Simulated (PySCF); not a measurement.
Compound: C₅H₂F₄O.
Bonds: F1–C2, C2–C3 (aromatic), C3–C4 (aromatic), C4–C5 (aromatic), C5–C6, C6–F7, C6–F8, C6–F9, C5–O10 (aromatic), C2–O10 (aromatic). Hydrogens: H11 on C3; H12 on C4.

Method: PBE0-D3(BJ)/def2-SVP geometry optimisation, gas phase in PySCF 2.14.0; density fitting, grid level 2; the optimiser is geomeTRIC in internal coordinates, started from a GFN2-xTB structure.

Step 1: E = -18099.4126 eV
```
atom  x, y, z in Å  |  force x, y, z in eV/Å
F1     -2.5052    1.6789   -0.3419   -0.255   0.012   0.179
C2     -1.6114    0.7418   -0.2701    0.316   0.147  -0.213
C3     -1.6122   -0.5575   -0.6668   -0.113  -0.123  -0.056
C4     -0.2658   -0.9955   -0.4605   -0.013  -0.157  -0.025
C5      0.4074    0.0671    0.0530    0.008   0.175   0.080
C6      1.7669    0.2228    0.6429   -0.546  -0.067   0.357
F7      2.5361    1.0852   -0.0107    0.142  -0.021  -0.113
F8      2.3689   -0.9632    0.6786    0.198   0.047  -0.137
F9      1.6524    0.6709    1.9009    0.207   0.006  -0.053
O10    -0.4215    1.1402    0.1721    0.029  -0.067  -0.060
H11    -2.4643   -1.1256   -1.0320    0.067   0.047  -0.099
H12     0.1530   -1.9735   -0.6911   -0.041   0.002   0.141
```

Step 2: E = -18099.4462 eV
```
atom  x, y, z in Å  |  force x, y, z in eV/Å
F1     -2.5430    1.6564   -0.3153    0.008   0.029   0.074
C2     -1.6131    0.7485   -0.2882    0.034   0.043  -0.248
C3     -1.6037   -0.5452   -0.7105   -0.003  -0.037   0.282
C4     -0.2771   -0.9990   -0.4225    0.061   0.062  -0.281
C5      0.3927    0.0727    0.0824    0.019  -0.093   0.368
C6      1.7627    0.2204    0.6509   -0.037   0.021   0.144
F7      2.5187    1.0729   -0.0348    0.037   0.211  -0.147
F8      2.3828   -0.9576    0.6414   -0.063  -0.115   0.021
F9      1.7225    0.6669    1.9128   -0.018  -0.090  -0.130
O10    -0.4347    1.1475    0.1835   -0.055  -0.045  -0.094
H11    -2.4410   -1.1050   -1.1171    0.013   0.020  -0.040
H12     0.1376   -1.9869   -0.6079    0.002  -0.008   0.052
```

**Question.** Estimate the geometry and energy of step 3. (The exact step hangs on the optimiser's Hessian estimate; all steps are aligned on step 2, rigid shifts and turns removed.)

**Answer.** E = -18099.4584 eV, largest force 0.209 eV/Å
```
atom  x, y, z in Å  |  force x, y, z in eV/Å
F1     -2.5384    1.6673   -0.3219    0.034  -0.052  -0.033
C2     -1.6092    0.7569   -0.3137    0.042  -0.041   0.060
C3     -1.6009   -0.5465   -0.7053   -0.073  -0.015   0.001
C4     -0.2746   -1.0017   -0.4189   -0.019   0.123  -0.044
C5      0.3857    0.0672    0.1050   -0.077  -0.057   0.186
C6      1.7585    0.2194    0.6572    0.058   0.035  -0.045
F7      2.4886    1.0936   -0.0382    0.009   0.083   0.003
F8      2.3849   -0.9561    0.6133   -0.028  -0.026   0.033
F9      1.7435    0.6429    1.9245   -0.010  -0.051  -0.093
O10    -0.4376    1.1470    0.1791    0.074   0.013  -0.048
H11    -2.4342   -1.1052   -1.1199   -0.006   0.000  -0.040
H12     0.1383   -1.9931   -0.5865   -0.003  -0.011   0.020
```

The energy changes by -0.0122 eV. The first-order estimate −F·Δx gives -0.0220 eV and the mean of the old and new forces, exact on a quadratic surface, -0.0124 eV. The step makes an angle of 66° with the force vector and moves no atom by more than 0.037 Å.

The cost below is that of the whole optimisation. Time: 66 s of wall time; peak memory 0.73 GiB. Hardware: one thread, Arm Neoverse V2 (aarch64), no GPU, shared host with 32 logical CPUs at a one-minute load of 10.
